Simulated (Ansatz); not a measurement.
Relaxation of a periodic cell of 13 atoms, Ti$_{12}$H (host Ti, host structure hcp, interstitial H), to a largest force component of 0.08 eV/Å in at most 25 steps.

Level of theory: Ansatz 0.2.0, DFT PBE-D3(BJ), scalar-relativistic, plane waves, PAW. Settings: accuracy low, cutoff 420 eV, k mesh 2x2x2, fermi-dirac smearing 0.05 eV, no spin polarisation.

```xyz
13
Lattice="5.9000 0.0000 0.0000 -4.4250 7.6643 0.0000 0.0000 0.0000 4.6846" Properties=species:S:1:pos:R:3:forces:R:3
Ti 0.000 0.000 0.000 0.05 0.01 0.05
Ti 0.000 1.703 2.342 -0.06 -0.01 -0.08
Ti -1.475 2.555 0.000 -0.01 -0.06 0.05
Ti -1.475 4.258 2.342 -0.04 -0.24 -0.02
Ti -2.950 5.110 0.000 -0.28 -0.20 0.05
Ti -2.950 6.813 2.342 -0.36 0.23 -0.10
Ti 2.950 0.000 0.000 0.05 0.33 0.02
Ti 2.950 1.703 2.342 0.01 0.11 -0.05
Ti 1.475 2.555 0.000 0.06 0.01 0.06
Ti 1.475 4.258 2.342 0.01 0.02 -0.06
Ti 0.000 5.110 0.000 0.35 -0.19 0.05
Ti 0.000 6.813 2.342 0.36 0.28 -0.16
H -1.428 6.055 3.452 -0.15 -0.27 0.21
```

Question: Where does it end, and by what steps?

Answer: The forces met the threshold. The threshold is loose, so the end isn't yet a minimum. The force dipped under the threshold on the way, but the program's further checks kept it going. Limits of this set-up: coarse k mesh, odd electron count without spin, low accuracy level. After 3 steps the energy has fallen by 0.070 eV; H13 moved furthest, 0.10 Å.

```
step  energy less start (eV)  largest force component (eV/Å)  accepted
   0                  0.0000                           0.362       yes
   1                 -0.0286                           0.474       yes
   2                 -0.0703                           0.079       yes
   3                 -0.0703                           0.079       yes
```

```xyz
13
Lattice="5.9000 0.0000 0.0000 -4.4250 7.6643 0.0000 0.0000 0.0000 4.6846" Properties=species:S:1:pos:R:3
Ti 0.014 0.009 0.006
Ti -0.016 1.715 2.327
Ti -1.468 2.539 0.002
Ti -1.486 4.240 2.346
Ti -2.972 5.079 0.005
Ti -2.989 6.850 2.340
Ti 2.968 0.027 -0.016
Ti 2.950 1.734 2.328
Ti 1.497 2.555 0.000
Ti 1.470 4.265 2.330
Ti 0.051 5.084 -0.001
Ti 0.016 6.853 2.337
H -1.463 5.982 3.502
```

Time of the run: 28 s on 1 thread of Arm Neoverse V1, with other jobs on the host, peak memory 0.5 GiB.
